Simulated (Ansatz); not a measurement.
CH5BFNSi can be A, `BN1[SiH2]C1F`, or B, `C=NB(F)[SiH3]`.

Isolated molecules relaxed with PBE0-D4/def2-TZVP in Ansatz; ΔE leaves out vibrations. CBS: MP2 limit from def2 TZ/QZ plus the TZ coupled-cluster correction, frozen cores. Functionals use def2-TZVPP. B3LYP here is the variant with VWN-RPA as its local correlation; programs differ in this. One conformer a species, not always the lowest.

Problem. Which isomer does CCSD(T)/CBS put lower? Give the gap. (Best estimate.)

Solution. Computed: B, by 171.2 kJ/mol.

Problem. Give E(B) − E(A) in kJ/mol with B3LYP, MP2/def2-TZVPP, PBE-D4, CCSD(T)/def2-TZVPP, ωB97M-V, B3LYP-D4, HF/def2-TZVPP. (An estimate is asked.)

Solution. Ansatz gave: B3LYP -182.6, MP2/def2-TZVPP -164.4, PBE-D4 -172.4, CCSD(T)/def2-TZVPP -174.9, ωB97M-V -162.3, B3LYP-D4 -179.9, HF/def2-TZVPP -185.5. None reverses the order clearly.

Largest T1 diagnostic: 0.015.

In def2-TZVPP, CCSD(T) changes the Hartree–Fock value by +10.6 kJ/mol (the triples alone add +0.1 kJ/mol) and MP2 by +21.1 kJ/mol. From PBE to PBE0 (25 % exact exchange), in def2-TZVPP and without D4, E(B) − E(A) moves by +6.2 kJ/mol.
